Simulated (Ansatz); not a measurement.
```xyz
8

Si    0.3348   -1.7565    0.2032
O     0.3276   -0.3201   -0.5789
Ge   -0.4934    1.2369   -0.3110
H     1.5302   -2.5236   -0.2517
H     0.3946   -1.5505    1.6860
H    -0.4586    1.5469    1.1945
H    -1.9375    1.1049   -0.8173
H     0.3023    2.2620   -1.1250
```

Total charge 0; spin multiplicity 2.

(1) List the r2SCAN/def2-TZVPP orbital energies in eV (Ansatz). (An estimate is asked.)

Results:

(1) The calculation gave: α occupied: -10834.89, -1791.51, -1349.95, -1200.01, -1199.99, -1199.99, -515.92, -168.17, -141.84, -117.92, -117.83, -117.83, -96.80, -96.71, -96.67, -31.34, -31.15, -31.14, -31.07, -31.07, -25.68, -15.13, -12.99, -10.60, -10.19, -9.92, -8.80, -8.34, -7.80, -4.92. α empty: -0.89, 0.36, 0.75, 1.02, 1.26, 1.49, 2.02, 3.98. β occupied: -10834.89, -1791.42, -1349.94, -1200.00, -1199.99, -1199.98, -515.83, -168.17, -141.77, -117.92, -117.83, -117.83, -96.64, -96.59, -96.58, -31.33, -31.15, -31.14, -31.07, -31.07, -25.52, -15.05, -12.62, -10.40, -10.09, -9.75, -8.70, -8.07, -7.66. β empty: -2.39, -0.69, 0.43, 1.00, 1.31, 1.38, 2.04, 2.62. ⟨S²⟩ = 0.753.
